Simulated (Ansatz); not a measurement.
`C[O][GeH2][CH3]`, relaxed with RKS PBE-D4/def2-SVP in Ansatz 0.2.0 from a rough embedded geometry. The force threshold is 0.03 eV/Å; the program also tests the step.

Total charge 0; spin multiplicity 1.

Start:

```xyz
12

C    -0.183    1.616    1.318
O     0.517    1.016    0.342
Ge   -0.356   -0.512   -0.122
C     0.737   -1.337   -1.557
H     0.261    2.571    1.641
H    -0.303    0.990    2.266
H    -1.231    1.912    0.987
H    -0.403   -1.408    1.090
H    -1.719   -0.174   -0.612
H     1.721   -1.631   -1.146
H     0.175   -2.337   -1.805
H     0.784   -0.705   -2.403
```

```csv
step,energy (eV),largest force (eV/Å),largest move (Å)
1,-60745.4032,3.173,0.000
2,-60745.7230,1.266,0.110
3,-60745.7701,0.640,0.200
4 (rejected),-60745.7365,0.612,0.173
5,-60745.7906,0.069,0.060
6,-60745.7911,0.017,0.016
```

End:

```xyz
12

C    -0.196    1.690    1.362
O     0.406    0.901    0.361
Ge   -0.405   -0.635   -0.140
C     0.736   -1.366   -1.544
H     0.437    2.587    1.533
H    -0.292    1.156    2.340
H    -1.217    2.049    1.080
H    -0.504   -1.572    1.104
H    -1.840   -0.289   -0.650
H     1.751   -1.553   -1.144
H     0.317   -2.320   -1.921
H     0.808   -0.648   -2.382
```

Run time 13 s (4 threads of a server CPU on a shared host); peak host memory 0.18 GiB.
